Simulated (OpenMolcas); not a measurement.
**Levels of Ba by method**

* Program: OpenMolcas 26.06
* Basis: ANO-RCC-VQZP [9s8p5d3f2g]
* Scalar Hamiltonian: DKH2, point nucleus
* Active space: 2 electrons in 9 orbitals (5d 6s 6p)
* State averaging: 2S+1 = 3 even, 18 roots; 2S+1 = 1 even, 21 roots; 2S+1 = 3 odd, 18 roots; 2S+1 = 1 odd, 18 roots
* Spin-orbit coupling: state interaction with AMFI integrals over the reference wave functions, term energies averaged over their components

Methods on the same reference wave functions:
A. CASSCF
B. SS-CASPT2, IPEA 0.25 Eh, imaginary shift 0.1 Eh (closed shells correlated: 5s 5p)
C. MS-CASPT2, IPEA 0.25 Eh, imaginary shift 0.1 Eh (closed shells correlated: 5s 5p)

Energies in cm-1 above 6s2 1S0, the measured ground level; measured values from NIST Handbook of Basic Atomic Spectroscopic Data.

| Level | A | B | C | Measured |
| --- | --- | --- | --- | --- |
| 6s2 1S0 | 0.0 | 0.0 | 0.0 | 0.0 |
| 6s 6p 3P* 0 | 11219 | 12030 | 12150 | 12266 |
| 6s 6p 3P* 1 | 11414 | 12230 | 12340 | 12637 |
| 5d 6s 3D1 | 11439 | 9020 | 9140 | 9034 |
| 5d 6s 3D2 | 11626 | 9210 | 9340 | 9216 |
| 6s 6p 3P* 2 | 11820 | 12640 | 12750 | 13515 |
| 5d 6s 3D3 | 11985 | 9570 | 9690 | 9597 |
| 5d 6s 1D2 | 13457 | 11520 | 11600 | 11395 |
| 6s 6p 1P* 1 | 18972 | 17590 | 17560 | 18060 |
| 5d 6p 3F* 2 | 22447 | 21690 | 21810 | 22065 |
| 5d 6p 3F* 3 | 22984 | 22220 | 22350 | 22947 |
| 5d 6p 3F* 4 | 23625 | 22870 | 22990 | 23757 |
| 5d 6p 1D* 2 | 23742 | 22960 | 23080 | 23074 |
| 5d2 3F2 | 23990 | 20580 | 20700 |  |
| 5d2 3F3 | 24369 | 20940 | 21060 |  |
| 5d2 3F4 | 24798 | 21360 | 21480 |  |
| 5d 6p 3D* 1 | 25159 | 24270 | 24380 | 24192 |
| 5d2 3P0 | 25315 | 23570 | 23200 |  |
| 5d2 1D2 [66 %] | 25461 | 22990 | 23080 |  |
| 5d 6p 3D* 2 | 25486 | 24610 | 24730 | 24532 |
| 5d2 3P1 | 25627 | 24020 | 23500 |  |
| 5d 6p 3D* 3 | 25889 | 24990 | 25110 | 24980 |
| 5d2 3P2 [68 %] | 26239 | 24480 | 23940 |  |
| 5d 6p 3P* 0 | 27064 | 25280 | 25410 |  |

Deviations, from unrounded energies. A percentage is the sum of absolute deviations over the sum of measured energies, with the sign that they share, or ± where signs differ.

| Against measurement | Levels | A | B | C |
| --- | --- | --- | --- | --- |
| mean absolute deviation (cm-1) | 15 | 1200 | 300 | 290 |
| other configurations (%) | 15 | ±7.0 | ±1.7 | ±1.7 |

B, C lie about equally close to measurement and A furthest from it. The largest miss of C in the table is 5d 6p 3F* 4, by -770 cm-1. The ranking rests on the paired levels alone, and a cruder setting can come out closer through cancelling errors.

Between B and C the level of the table that moves most is 5d2 3P2 [68 %], by 550 cm-1 (lowest in C, highest in B). Moves below CASPT2's spread within the term are not significant.

The two smallest mean deviations differ by little beside CASPT2's spread within terms, so their order carries little weight.

The lowest spin-free term lies below A's lowest term by 0.194 hartree in B, 0.195 hartree in C.

Term energies are means over components that CASPT2 splits; among the terms shown or strongly mixed into the levels shown the widest spread is 540 cm-1 (5d2 3F, C). Over all roots computed the reference weight is 0.88 to 0.93 in B, 0.88 to 0.93 in C; the roots of lowest weight are the least certain, and an intruder state may touch them. A single d shell beside an s shell can misplace configurations of different d count against each other. Measured partners are found by configuration, term and J. A level has none where our copy of the source lacks it or the pairing is in doubt (some pairs that miss far off the trend of their configuration count as doubtful), and it then counts in no deviation. Levels of configurations outside the active space are missing. The table leaves out levels that lie high or whose names do not pair safely across all columns.

A share in square brackets marks a mixed level and gives the weight of the term that names it, the lowest over the columns. * marks odd parity.
